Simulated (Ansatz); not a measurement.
# Which method gave which barrier?

Saddle point of BHBrCl3, singlet (BBrCl₂ ([Cl][B]([Cl])[Br]) + HCl → BCl₃ ([Cl][B]([Cl])[Cl]) + HBr; bonds formed: B1–Cl6, Br2–H5; bonds broken: B1–Br2, H5–Cl6), PBE0-D4/def2-TZVP structure:

B1  (-0.302, 0.346, -0.276)
Br2  (0.601, 0.258, 1.725)
Cl3  (0.454, 1.616, -1.233)
Cl4  (-2.058, 0.282, -0.158)
H5  (0.861, -1.063, 0.692)
Cl6  (0.444, -1.439, -0.750)
(Å)

Program: Ansatz 0.2.0. Basis: def2-TZVPP, with def2-QZVPP for the basis limit. Cores are frozen in the correlated methods. Filled d shells of the heavier atoms are correlated. The def2 sets are not built for correlating such inner shells, so the correlated values are less sure here. B3LYP uses VWN-RPA correlation. Extrapolation: Hartree–Fock as exp(−7.88 √X), correlation as X^−2.97. Four methods, as single points on the PBE0-D4 structures, gave these electronic barriers from the start structure: 87.4, 99.1, 119.0, 179.1 kJ/mol.

Problem. The methods were, in alphabetical order, B3LYP-D4, BHLYP-D4, BLYP-D4, HF. Which gave which? (A judgement: the text doesn't fix the answer.)

Solution. Computed: BLYP-D4 87.4; B3LYP-D4 99.1; BHLYP-D4 119.0; HF 179.1 kJ/mol. For comparison, CCSD(T) at an estimated basis limit (MP2 extrapolated from triple and quadruple zeta, plus CCSD(T) − MP2 in triple zeta) gives 101.4 kJ/mol.

T1 diagnostic: at most 0.010.

Labels in which every atom is bracketed show which atoms are joined, not bond orders.

For scale, one of the runs: CCSD(T)/def2-TZVPP, 219 basis functions, launched by `ansatz run in.yaml --threads 8 --pin off --events-out ev --progress --plain --max-ram 19148MiB`. The run took 20 s on 8 CPU threads of an AMD EPYC 9R45 (shared host), with 3.2 GiB of host memory at its peak.
